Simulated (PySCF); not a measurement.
## Gd: ionisation energy

Gd [Xe] 4f7 5d1 6s2 [4f5/2^6 4f7/2^1 5d3/2^1, M_J = 2] → Gd⁺ [Xe] 4f7 5d1 6s1 [4f5/2^6 4f7/2^1 5d3/2^1 6s1/2^1, M_J = 5/2], as a difference of total energies. Computed with PySCF 2.14 in x2c-SVPall-2c with one added diffuse shell each of s, p, d, f type (8s11p10d4f1g, 128 functions), with the two-component X2C-1e Hamiltonian. Correlated levels: [Ar] 3d10 frozen; the 16 highest virtual spinors dropped. "Screened" scales the spin-orbit matrix elements by Boettger's factors to mimic the two-electron term; Breit and QED terms are absent.

```
                    method  ionisation energy (eV)
           GHF (spin-free)                   4.926
          GMP2 (spin-free)                   5.882
 GHF (screened spin-orbit)                   4.937
GMP2 (screened spin-orbit)                   5.869
```

Question: How much does correlation contribute at GMP2 (screened spin-orbit)?

Answer: 5.869 − (4.937) = 0.932 eV, measured against GHF (screened spin-orbit).

The spin-free rows relax to the high-spin LS determinant and lack the spin-orbit shift.

Errors of the correlated levels include the incompleteness of this basis and the frozen core.

The labels give the starting determinants; with spin-orbit coupling the two ends relaxed to ⟨J²⟩ = 9.46, ⟨L²⟩ = 6.77, ⟨S²⟩ = 20.40 and ⟨J²⟩ = 12.48, ⟨L²⟩ = 6.05, ⟨S²⟩ = 24.59.

MP2 underrates the near-degeneracy of ns² with np² in the lower species.

The determinant of Gd and of Gd⁺ mixes levels of different J (the jj label is only the starting occupation), so the difference between spin-free and spin-orbit rows is not the physical spin-orbit shift.

For comparison: 6.150 eV (measured; NIST Atomic Spectra Database, ionization energies).
